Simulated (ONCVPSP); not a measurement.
## Before and after: ONCV potential for H (Z = 1)

hydrogen, optimised norm-conserving Vanderbilt (ONCV), made with ONCVPSP 4.0.1 (PBE, scalar-relativistic). Core none, reference 1s1. Waves: 1s: rc 0.90 bohr, ncon 3, nbas 7, qcut 6.5 1/bohr, 2 projectors, debl 2.9 Ha; p scattering state at 0.29 Ha: rc 0.85 bohr, ncon 4, nbas 8, qcut 8.2 1/bohr, 1 projector. Local part: polynomial inside 0.60 bohr (lpopt 5, dvloc0 0 Ha). Core correction: none.

All-electron outer shells of the reference configuration (PBE, scalar-relativistic, ld1.x):

| shell | level (eV) | outermost node (bohr) | outermost maximum (bohr) |
| --- | --- | --- | --- |
| 1s | -6.49 | – | 1.03 |

Change: s: qcut 4.

Cutoffs: the cutoffs (Ha) at which the residual kinetic energy of the hardest occupied pseudo-wave falls to 1 and 0.1 mHa per electron; they do not see the model core or the augmentation charge, which bear on the density cutoff. Errors are all-electron minus pseudo energies relative to the spin-unpolarised reference configuration.

What does the change do?

The potential gets harder (17 Ha and 49 Ha → 41 Ha and 164 Ha); neither file shows a bound ghost.

```csv
quantity,base,changed
"cutoff, loose",17 Ha,41 Ha
"cutoff, tight",49 Ha,164 Ha
bound ghosts,none,none
GHOST(+) flags under 300 eV,none,none
"error for 1s0.5, meV [ΔE 4.76 eV]",+0.5,+0.4
s: phases at 0.91 bohr within 0.05 rad from the reference energy up to (Ha; the scan ends near 5),to the end of the scan,to the end of the scan
p: phases at 0.86 bohr within 0.05 rad from the reference energy up to (Ha; the scan ends near 5),to the end of the scan,to the end of the scan
```
